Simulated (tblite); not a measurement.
Species: C₂H₈N₂Si₂.
Structure used (GFN2-xTB), in Å, numbered top down from 1:
```
atom  x, y, z in Å
C1     2.8624    0.1061   -0.2077
N2     1.6232    0.0056   -0.2974
Si3    0.3811   -0.0623    0.8991
C4    -1.0203    1.1554    0.4674
Si5   -2.1370   -0.3320    0.0368
N6    -0.7682   -1.3022    0.4913
H7     3.4609    0.1447   -1.1151
H8     3.4202    0.1617    0.7329
H9     0.8048   -0.1462    2.3008
H10   -1.3589    1.7610    1.3012
H11   -0.8115    1.8272   -0.3580
H12   -2.5273   -0.4711   -1.3662
H13   -3.2820   -0.5493    0.9237
H14   -0.6482   -2.2991    0.4490
```

Method: GFN2-xTB as coded in tblite; computed harmonic values from a numerical Hessian at the method's own geometry, unscaled. Against measured fundamentals such values can be off by several per cent, at times by over 20. Modes of hydrogen on silicon can be 10 to 20 % off. One conformer, not necessarily the lowest.

Harmonic wavenumbers (cm⁻¹): 64.3, 74.8, 174.7, 184.1, 271.4, 397.0, 414.9, 452.7, 469.0, 515.0, 566.4, 611.1, 642.1, 685.6, 694.4, 753.0, 787.7, 807.7, 828.2, 888.0, 938.4, 999.5, 1077.5, 1117.9, 1146.9, 1453.1, 1467.8, 1758.9, 2205.6, 2221.6, 2250.5, 2856.8, 2968.0, 3028.7, 3037.2, 3490.0.

A = 6067, B = 1389, C = 1313 MHz; mass 116.023 u (most abundant isotopes); point group C1, symmetry number 1.

Task: What is the zero-point energy?

Result: ½Σν̃ = 21150 cm⁻¹ = 253.01 kJ/mol.

Task: Entropy at 350 K, 1 bar (ideal gas, RRHO, classical rotation)?

Result: Translation 171.48, rotation 118.17, vibration 110.92: S = 400.6 J/(mol K).

Task: And Cp and H(350 K) − H(0)?

Result: Cp = 159.07 J/(mol K), of which vibrations give 125.82 (their classical limit is 36 R = 299.3); H(350 K) − H(0) = 33.00 kJ/mol without the zero-point energy, 21.36 from vibrations.

Task: Blend soft modes into free rotors: weight 1/[1 + (100 cm⁻¹/ν̃)⁴] for the oscillator and the rest for a rotor with moment μB/(μ + B), μ = h/(8π²ν), B = 10⁻⁴⁴ kg m². What vibrational entropy results?

Result: 103.29 J/(mol K) in place of 110.92, which changes −T·S at 350 K by +2.67 kJ/mol.

Task: How do the functions run with temperature in this model?

Result: 
| T (K) | S (J/(mol K)) | Cp (J/(mol K)) | H − H(0) (kJ/mol) | G − H(0) (kJ/mol) | ln q(vib) |
| --- | --- | --- | --- | --- | --- |
| 50 | 233.2 | 48.1 | 1.95 | -9.71 | 0.31 |
| 100 | 271.6 | 64.4 | 4.76 | -22.40 | 1.11 |
| 298.15 | 376.4 | 141.9 | 25.19 | -87.05 | 4.92 |
| 373.15 | 411.0 | 166.0 | 36.76 | -116.59 | 6.49 |
| 500 | 464.1 | 197.0 | 59.90 | -172.17 | 9.15 |
| 750 | 552.3 | 237.3 | 114.60 | -299.62 | 14.16 |
| 1000 | 624.3 | 263.1 | 177.36 | -446.98 | 18.72 |

q(vib) and H(0) count from the zero-point level.

Task: Which modes carry the vibrational entropy at 350 K?

Result: 64.3 cm⁻¹: 19.40; 74.8 cm⁻¹: 18.15; 174.7 cm⁻¹: 11.24; 184.1 cm⁻¹: 10.83; 271.4 cm⁻¹: 7.82; 397.0 cm⁻¹: 5.11 J/(mol K); the other 30 give 38.37 together.

Task: What must be added to the electronic energy to get the Gibbs energy at 350 K and 1 bar?

Result: ZPE + [H(350 K) − H(0)] − T·S = 253.01 + 33.00 − 140.20 = 145.81 kJ/mol.

Hindered rotation and anharmonicity are outside this model. Other conformers, if any are populated, would add a mixing term that is left out. The structure is chiral; the term R ln 2 for an equal mix with its mirror image is left out.

The run took 0.77 s of wall time on an Arm Neoverse N1 with one thread, shared host. This covers the Hessian and the dipole derivatives.
